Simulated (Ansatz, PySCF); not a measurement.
C2HBrClF, SMILES C(=C(\Br)Cl)/F. Atoms are numbered in the order given.

```xyz
6

F     -1.1871    -2.4494     0.0000
C     -1.1970    -1.1192     0.0000
C     -0.0622    -0.4047     0.0000
Cl     1.4894    -1.1507     0.0000
Br    -0.1267     1.4799     0.0000
H     -2.1917    -0.6704     0.0000
```
Charge 0, spin multiplicity 1.

Geometry: TPSSh-D3(BJ)/def2-SVP.

Two levels are set side by side: PBE-D3(BJ)/def2-SVP (Ansatz, an electronic-structure program) and TPSSh-D3(BJ)/def2-SVP (PySCF). Each level has its own optimised geometry; the coordinates shown are those of the second. Frequencies come from the Hessian of PySCF at each geometry. Differences are taken from unrounded values.

```json
[
 {"quantity": "mean bond length (Å)", "TPSSh-D3(BJ)": "1.474", "PBE-D3(BJ)": "1.480", "PBE-D3(BJ) minus TPSSh-D3(BJ)": "0.006"},
 {"quantity": "bond F1–C2 (Å)", "TPSSh-D3(BJ)": "1.330", "PBE-D3(BJ)": "1.334", "PBE-D3(BJ) minus TPSSh-D3(BJ)": "0.004"},
 {"quantity": "bond C2–C3 (Å)", "TPSSh-D3(BJ)": "1.341", "PBE-D3(BJ)": "1.350", "PBE-D3(BJ) minus TPSSh-D3(BJ)": "0.009"},
 {"quantity": "bond C3–Cl4 (Å)", "TPSSh-D3(BJ)": "1.722", "PBE-D3(BJ)": "1.723", "PBE-D3(BJ) minus TPSSh-D3(BJ)": "0.001"},
 {"quantity": "bond C3–Br5 (Å)", "TPSSh-D3(BJ)": "1.886", "PBE-D3(BJ)": "1.892", "PBE-D3(BJ) minus TPSSh-D3(BJ)": "0.006"},
 {"quantity": "bond C2–H6 (Å)", "TPSSh-D3(BJ)": "1.091", "PBE-D3(BJ)": "1.101", "PBE-D3(BJ) minus TPSSh-D3(BJ)": "0.010"},
 {"quantity": "highest harmonic wavenumber (cm⁻¹)", "TPSSh-D3(BJ)": "3229", "PBE-D3(BJ)": "3145", "PBE-D3(BJ) minus TPSSh-D3(BJ)": "-84"},
 {"quantity": "mean harmonic wavenumber (cm⁻¹)", "TPSSh-D3(BJ)": "940", "PBE-D3(BJ)": "915", "PBE-D3(BJ) minus TPSSh-D3(BJ)": "-25"},
 {"quantity": "zero-point energy (kcal/mol)", "TPSSh-D3(BJ)": "16.13", "PBE-D3(BJ)": "15.69", "PBE-D3(BJ) minus TPSSh-D3(BJ)": "-0.43"}
]
```

GGA bonds tend to be longer and softer than those of functionals with exact exchange. Differences between two approximate levels are no errors against the true value.
